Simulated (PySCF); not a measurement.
Isomers of C4H9FOSi2, mass 148.018 u with the commonest isotopes. Computed with B3LYP/def2-SVPD in PySCF (dipole) on a GFN2-xTB geometry, gas phase. One conformer each, none proved a minimum here; rigid rotors.

Task: Order these by rotational constant A, largest first.
A. `[CH3:1][Si@@H:2]1[CH2:3][C:4](=[O:5])[C@H:6]([F:7])[SiH2:8]1` with C1–Si2–C3–C4 -144°, Si2–C3–C4–O5 -108°, C3–C4–C6–F7 44°, C4–C6–Si8–Si2 37°
B. `[CH3:1][Si@@H:2]1[CH2:3][C@:4]([F:5])([CH:6]=[O:7])[SiH2:8]1` with C3–C4–C6–O7 -40°, C1–Si2–C3–C4 -101°, Si2–C3–C4–F5 -138°, C3–C4–Si8–Si2 14°, C1–Si2–Si8–C4 100°
C. `[O:1]=[CH:2][SiH2:3][CH2:4]/[C:5]([SiH3:6])=[CH:7]\[F:8]` with O1–C2–Si3–C4 -9°, C2–Si3–C4–C5 43°, Si3–C4–C5–Si6 -96°

Result: B (1941 MHz), A (1839 MHz), C (1424 MHz).

Task: Order these by out-of-plane moment Σ m c² = (Ia + Ib − Ic)/2, smallest first.
A. `[CH3:1][Si@@H:2]1[CH2:3][C:4](=[O:5])[C@H:6]([F:7])[SiH2:8]1` with C1–Si2–C3–C4 -144°, Si2–C3–C4–O5 -108°, C3–C4–C6–F7 44°, C4–C6–Si8–Si2 37°
B. `[O:1]=[CH:2][SiH2:3][CH2:4]/[C:5]([SiH3:6])=[CH:7]\[F:8]` with O1–C2–Si3–C4 -9°, C2–Si3–C4–C5 43°, Si3–C4–C5–Si6 -96°
C. `[CH3:1][Si@@H:2]1[CH2:3][C@:4]([F:5])([CH:6]=[O:7])[SiH2:8]1` with C3–C4–C6–O7 -40°, C1–Si2–C3–C4 -101°, Si2–C3–C4–F5 -138°, C3–C4–Si8–Si2 14°, C1–Si2–Si8–C4 100°

Result: B (69.71 u·Å²), C (99.29 u·Å²), A (106.79 u·Å²).

| SMILES | point group | Ia (u·Å²) | Ib (u·Å²) | Ic (u·Å²) | κ | μa (D) | μb (D) | μc (D) |
| --- | --- | --- | --- | --- | --- | --- | --- | --- |
| O=C[SiH2]C/C([SiH3])=C\F | C1 | 354.98 | 383.90 | 599.45 | 0.63 | 1.55 | 1.15 | 0.66 |
| C[Si@@H]1CC(=O)[C@H](F)[SiH2]1 | C1 | 274.85 | 426.94 | 488.21 | -0.63 | 3.07 | 1.10 | 0.30 |
| C[Si@@H]1C[C@](F)(C=O)[SiH2]1 | C1 | 260.44 | 429.97 | 491.82 | -0.68 | 1.40 | 1.31 | 0.12 |
